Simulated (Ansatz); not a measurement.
Molecule: C$_{7}$H$_{14}$ (charge 0, singlet). 
Geometry from a B3LYP-D3(BJ)/def2-TZVP (Ansatz, a quantum-chemistry and plane-wave program) optimisation:
```xyz
21

C     -2.4987    -0.2215    -0.7192
C     -1.2281    -0.2950     0.1148
C     -0.7856     1.0596     0.7109
C      0.7580     0.9988     0.8234
C      1.1767    -0.3852     0.2781
C      2.5492    -0.4045    -0.3787
C      0.0152    -0.7680    -0.6434
H     -2.7713    -1.2007    -1.1193
H     -2.3656     0.4602    -1.5638
H     -3.3422     0.1427    -0.1281
H     -1.3959    -0.9952     0.9413
H     -1.2701     1.2543     1.6687
H     -1.0856     1.8675     0.0388
H      1.1110     1.1503     1.8444
H      1.2146     1.7837     0.2153
H      1.1821    -1.0953     1.1129
H      3.3304    -0.1029     0.3229
H      2.5796     0.2850    -1.2268
H      2.8012    -1.4010    -0.7485
H      0.0997    -0.2201    -1.5902
H     -0.0082    -1.8333    -0.8833
```
Charge 0, spin multiplicity 1.

Parts of the frozen-core correlation energy in cc-pwCVTZ (Ansatz, hartree). Frozen orbitals: 7; correlated occupied orbitals by spin: 21 and 21; virtual: 469 and 469. No spin-orbit coupling. No relativistic terms.

```json
[
 {"term": "reference (HF)", "value": "-273.32880"},
 {"term": "MP2 opposite-spin", "value": "-0.95584"},
 {"term": "MP2 same-spin", "value": "-0.27876"},
 {"term": "CCSD correlation", "value": "-1.30104"},
 {"term": "(T)", "value": "-0.05452"},
 {"term": "T1 diagnostic", "value": "0.009"},
 {"term": "largest doubles amplitude", "value": "0.010"}
]
```
